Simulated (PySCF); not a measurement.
Ga(H)(OH)(OMe) (CH5GaO2), SMILES C[O][GaH][OH]. The structure is a stationary point at PBE-D3(BJ)/def2-SVP. One conformer was computed; it need not be the lowest.

Computed equilibrium geometry at PBE-D3(BJ)/def2-SVP (PySCF confirms it by a frequency run) as bond lengths and angles, and its point group (one conformer of several):
point group Cs.
Atoms: Ga1 H2 O3 H4 O5 C6 H7 H8 H9. Bonded distances (Å): Ga1–H2 1.559, Ga1–O3 1.806, Ga1–O5 1.793, O3–H4 0.974, O5–C6 1.415, C6–H7 1.114, C6–H8 1.114, C6–H9 1.113. Bond angles (°): H2–Ga1–O3 127.9, H2–Ga1–O5 119.5, O3–Ga1–O5 112.6, Ga1–O3–H4 112.1, Ga1–O5–C6 123.3, O5–C6–H7 110.1, O5–C6–H8 110.1, O5–C6–H9 113.6, H7–C6–H8 107.3, H7–C6–H9 107.8, H8–C6–H9 107.8.
Charge 0, spin multiplicity 1.
